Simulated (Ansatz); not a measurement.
Input for Ansatz (an electronic-structure program): U-CCSD(T)/cc-pVDZ on CF (SMILES [C]F), 2S+1 = 2, a spin state set in the input, which need not be the lowest.

Ansatz 0.2 input:
```yaml
crystal:
  periodic: [false, false, false]
  atoms:
    - {symbol: C, position_ang: [-0.00000000, -0.00000000, -0.76527822]}
    - {symbol: F, position_ang: [0.00000000, 0.00000000, 0.51018548]}
basis:
  gaussian:
    orbitals: cc-pVDZ
magnetization: {spin_polarized: true, initial_magnetization: 1}
correlation: {method: ccsd_t, electrons: outside_noble_gas}
scf: {omitted_lower_state_checks: [cluster_reference]}
```

Give the final energy of this run.

-137.4750 hartree (reference determinant -137.1800, T1 diagnostic 0.021).
